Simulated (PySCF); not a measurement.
C3H5Cl3OSi.
Geometry (GFN2-xTB, Å), atoms numbered from 1 in this order:
```
atom  x, y, z in Å
Si1    2.177   -0.505    0.075
O2     0.543   -0.709    0.077
C3    -0.518    0.076   -0.085
C4    -0.531    1.355   -0.459
Cl5    0.892    2.229   -0.824
C6    -1.801   -0.639    0.252
Cl7   -2.359   -0.136    1.872
Cl8   -3.074   -0.315   -0.932
H9     2.512   -1.864    0.478
H10    2.658   -0.179   -1.263
H11    2.576    0.494    1.060
H12   -1.448    1.910   -0.560
H13   -1.633   -1.717    0.289
```

Computed with PySCF 2.14.0, density-fitted response routines, TDDFT B3LYP/def2-SVPD, vertical, gas phase, core orbitals frozen in the response.

Transition dipole moments from the ground state, in atomic units and in the frame of the coordinates above (overall signs are arbitrary), for the states with f of 0.002 or more among the lowest 8:

```tsv
state	E (eV)	μx	μy	μz
S1	5.132	0.337	0.672	-0.380
S2	5.300	-0.227	-0.546	0.157
S6	6.346	-0.176	0.072	-0.097
S7	6.421	0.015	-0.099	0.167
S8	6.678	0.051	-0.103	-0.003
```

**Question.** Work out the oscillator strengths.

**Answer.** f = (2/3) ΔE |μ|² with ΔE in hartree (27.2114 eV).

```json
{"state": "S1", "|μ|² (au)": "0.709", "|μ| (D)": "2.14", "f": "0.089"}
{"state": "S2", "|μ|² (au)": "0.374", "|μ| (D)": "1.56", "f": "0.049"}
{"state": "S6", "|μ|² (au)": "0.046", "|μ| (D)": "0.54", "f": "0.007"}
{"state": "S7", "|μ|² (au)": "0.038", "|μ| (D)": "0.50", "f": "0.006"}
{"state": "S8", "|μ|² (au)": "0.013", "|μ| (D)": "0.29", "f": "0.002"}
```

**Question.** Which bond between heavy atoms lies closest to the direction of the S1 transition dipole?

**Answer.** C3–C4, at 27° from it; next C4–Cl5 at 33°.

**Question.** What angle do the transition dipoles of S1 and S2 make?

**Answer.** |cos θ| = |μa·μb| / (|μa| |μb|) = 0.98, so θ ≈ 13° (taken between 0 and 90°, since the signs are arbitrary).

**Question.** How is the summed strength of these states shared among x, y and z?

**Answer.** (2/3) Σ ΔE μα² gives 0.026 for x, 0.100 for y and 0.027 for z, 0.153 in all.

**Question.** What peak molar absorption coefficient would the strongest computed level give as a lone Gaussian band 0.4 eV wide at half height?

**Answer.** ε(max) = 2.175×10⁸ f / FWHM, with the width in cm⁻¹. S1: 2.175×10⁸ × 0.0892 / 3226 ≈ 6000 L mol⁻¹ cm⁻¹.

One conformer stands for the species.
